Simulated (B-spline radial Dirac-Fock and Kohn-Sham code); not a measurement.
**Isotope-shift constants of the inner levels of P³⁺**

System: the P³⁺ ion in the configuration [Ne] 3s2.

Input file task.json (cfg lists n, l and occupation; rrms is the nuclear radius in fm):

```json
{"items": [{
  "Z": 15,
  "q": 3,
  "cfg": [[1, 0, 2], [2, 0, 2], [2, 1, 6], [3, 0, 2]],
  "A": 31,
  "rrms": 3.1889,
  "do": "isoshift",
  "isotopes": [[31, 30.97376199768, 3.1889]]
}]}
```

Command: `python xray2_run.py task.json out`

Calculated with an atomic code on a B-spline grid, using first-order field-shift and mass-shift constants from Dirac-Fock ground and hole states with a Fermi nucleus; the mass shift has no relativistic recoil terms. A binding energy shifts by δE = F·δ⟨r²⟩ + (K_N + K_S)·δ(1/M); F is taken for a change of radius at fixed skin thickness and so holds the higher radial moments.

| level | F (meV/fm²) | K_N (meV u) | K_S (meV u) |
| --- | --- | --- | --- |
| K (1s) | -0.3112 | -1207 | 315.2 |
| L1 (2s) | -0.02210 | -131.9 | -37.25 |
| L2 (2p1/2) | 0.004704 | -99.54 | 88.50 |
| L3 (2p3/2) | 0.004706 | -99.03 | 87.08 |
| M1 (3s) | -0.002197 | -27.32 | 2.520 |
